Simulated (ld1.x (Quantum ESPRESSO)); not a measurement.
iridium: excitation energies, all-electron against TM

| Property | Result |
| --- | --- |
| Element | iridium |
| Generator | ld1.x (Quantum ESPRESSO) 7.5 |
| Type | norm-conserving Troullier–Martins (Kleinman–Bylander form) |
| Functional | PBE |
| Relativity | scalar-relativistic |
| Frozen core | [Xe] 4f14 |
| Valence charge | 9 |
| Reference configuration | 5d7 6s1.75 6p0.25 |
| Partial waves | 6s (bound): rc 2.55 bohr; 5d (bound): rc 2.05 bohr; 5f channel at 0.25 Ry: rc 2.85 bohr; 6p (bound): rc 2.70 bohr |
| Local potential | the p channel |
| Core correction | Bessel-smoothed model core, default radius (core density twice the valence density) |

Energies are relative to the spin-unpolarised reference configuration 5d7 6s1.75 6p0.25; without spin polarisation the order of configurations can differ from experiment.

```json
{"valence configuration": "5d7 6s2 6p0", "charge": "0", "ΔE all-electron (eV)": "-1.289", "error AE − PS (meV)": "+0.3"}
{"valence configuration": "5d7 6s1 6p0", "charge": "+1", "ΔE all-electron (eV)": "8.591", "error AE − PS (meV)": "-11"}
{"valence configuration": "5d7 6s1.5 6p0", "charge": "+0.5", "ΔE all-electron (eV)": "2.746", "error AE − PS (meV)": "-2.2"}
{"valence configuration": "5d7.5 6s1.5 6p0", "charge": "0", "ΔE all-electron (eV)": "-1.574", "error AE − PS (meV)": "-26"}
{"valence configuration": "5d5 6s0 6p0", "charge": "+4", "ΔE all-electron (eV)": "100.176", "error AE − PS (meV)": "-919"}
{"valence configuration": "5d7 6s0 6p1", "charge": "+1", "ΔE all-electron (eV)": "15.062", "error AE − PS (meV)": "-24"}
```

Q: What are ΔE and the potential's error for 5d7 6s0 6p0?

A: ΔE = 26.059 eV all-electron; the error (AE − PS) is -65 meV.
